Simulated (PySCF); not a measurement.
Be(I)(iPr) (C3H7BeI), SMILES C[CH](C)[Be][I].

Coordinates come from a B3LYP-D3(BJ)/def2-SVP optimisation. The structure was generated by enumeration; whether it is a known compound was not checked. The def2 effective core potentials stand for the cores of I; spin–orbit coupling is left out. The values are those of a single conformer.

All values below come from TDA-PBE/def2-SVPD (PySCF).

Vertical excitations.  State labels are in the subgroup Cs.

```
state  symmetry  energy (eV)  λ (nm)      f                                                                main pairs
-----  --------  -----------  ------  -----  ------------------------------------------------------------------------
S1           A'         5.27     235  0.006                                                            HOMO→LUMO 98 %
S2           A"         5.28     235  0.018                                                          HOMO→LUMO+1 98 %
S3           A"         5.51     225  0.000                                      HOMO−2→LUMO 54 %, HOMO−1→LUMO+1 46 %
S4           A'         5.55     223  0.000                                      HOMO−1→LUMO 51 %, HOMO−2→LUMO+1 49 %
S5           A"         5.55     223  0.000                                      HOMO−1→LUMO+1 54 %, HOMO−2→LUMO 46 %
S6           A'         5.77     215  0.028                                                          HOMO→LUMO+2 94 %
S7           A'         6.12     203  0.074                                                        HOMO−1→LUMO+2 97 %
S8           A"         6.13     202  0.078                                                        HOMO−2→LUMO+2 99 %
S9           A'         6.44     193  0.282  HOMO−2→LUMO+1 35 %, HOMO−1→LUMO 34 %, HOMO→LUMO+3 9 %, HOMO−5→LUMO+2 6 %
S10          A'         6.54     190  0.119                                                          HOMO→LUMO+3 91 %
T1           A'         4.73     262      0                                                            HOMO→LUMO 99 %
T2           A"         4.74     261      0                                                          HOMO→LUMO+1 99 %
T3           A'         5.08     244      0                                      HOMO−1→LUMO 48 %, HOMO−2→LUMO+1 47 %
T4           A'         5.27     235      0                                      HOMO−2→LUMO+1 51 %, HOMO−1→LUMO 49 %
```
Triplets are in the Tamm–Dancoff approximation.
